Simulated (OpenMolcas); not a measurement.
C+: effect of the basis set

* Program: OpenMolcas 26.06
* Method: MS-RASPT2, IPEA 0.25 Eh, imaginary shift 0.1 Eh (closed shells correlated: 1s)
* Active space: 3 electrons in 9 orbitals (RAS2 2s 2p; RAS3 3d, at most 2 electrons)
* State averaging: 2S+1 = 4 odd, 1 root; 2S+1 = 2 odd, 11 roots; 2S+1 = 4 even, 3 roots; 2S+1 = 2 even, 9 roots
* Spin-orbit coupling: state interaction with AMFI integrals over the reference wave functions, term energies averaged over their components

A. ANO-RCC-VTZP [4s3p2d1f], DKH2, point nucleus; CASPT2 step of the order of 12 core-seconds
B. ANO-R2 [4s4p2d1f], X2C, finite nucleus; CASPT2 step of the order of 13 core-seconds
C. ANO-RCC-VQZP [5s4p3d2f1g], DKH2, point nucleus; CASPT2 step roughly 15 core-seconds
D. ANO-RCC [8s8p4d3f2g], DKH2, point nucleus; CASPT2 step of the order of 23 core-seconds

Energies in eV above 2s2 2p 2P* 1/2, the measured ground level; measured values from NIST Handbook of Basic Atomic Spectroscopic Data.

```tsv
Level	A	B	C	D	Measured
2s2 2p 2P* 1/2	0.0000	0.0000	0.0000	0.0000	0.0000
2s2 2p 2P* 3/2	0.0070	0.0069	0.0071	0.0071	0.0079
2s 2p2 4P 1/2	5.236	5.259	5.259	5.285	5.3317
2s 2p2 4P 3/2	5.239	5.262	5.262	5.288	5.3345
2s 2p2 4P 5/2	5.243	5.266	5.266	5.292	5.3380
2s 2p2 2D 3/2	9.302	9.327	9.268	9.284	9.2905
2s 2p2 2D 5/2	9.303	9.327	9.268	9.284	9.2901
2s 2p2 2S 1/2	12.116	12.131	12.205	12.220	11.9637
2s 2p2 2P 1/2	13.847	13.845	13.771	13.782	13.7156
2s 2p2 2P 3/2	13.852	13.850	13.776	13.787	13.7208
2p3 4S* 3/2	17.553	17.576	17.539	17.588	17.6091
2p3 2D* 3/2	18.694	18.734	18.648	18.689	18.6555
2p3 2D* 5/2	18.694	18.734	18.648	18.689	18.6549
2p3 2P* 1/2	21.452	21.472	21.354	21.383	20.9198
2p3 2P* 3/2	21.452	21.472	21.355	21.383	20.9221
```

Deviations, from unrounded energies. A percentage is the sum of absolute deviations over the sum of measured energies, with the sign that they share, or ± where signs differ.

```csv
Against measurement,Levels,A,B,C,D
mean absolute deviation (cm-1),14,1100,1200,900,890
fine structure of the ground term (%),1,-11.3,-11.8,-9.6,-9.9
other configurations (%),13,±1.1,±1.2,±0.9,±0.9
```

C, D lie about equally close to measurement and B furthest from it. The largest miss of D in the table is 2p3 2P* 1/2, by +3700 cm-1. The ranking rests on the paired levels alone, and a cruder setting can come out closer through cancelling errors.

Among A to D the level of the table that moves most is 2p3 2P* 1/2, by 950 cm-1 (lowest in C, highest in B). Moves below CASPT2's spread within the term are not significant.

CASPT2 breaks the degeneracy within a term, and the mean is taken; among the terms shown or strongly mixed into the levels shown the widest spread is 14 cm-1 (2s 2p2 2D, C). Active for correlation alone: 3d; no level in the range computed is led by a configuration that fills it, so any true level of that kind is missing. Computed and measured levels are paired by configuration, term and J; levels that our copy of the source lacks, or whose pairing is in doubt (as where it misses far off the trend of its configuration), stay unpaired and out of the deviations. Levels of configurations outside the active space are missing.

* marks odd parity.
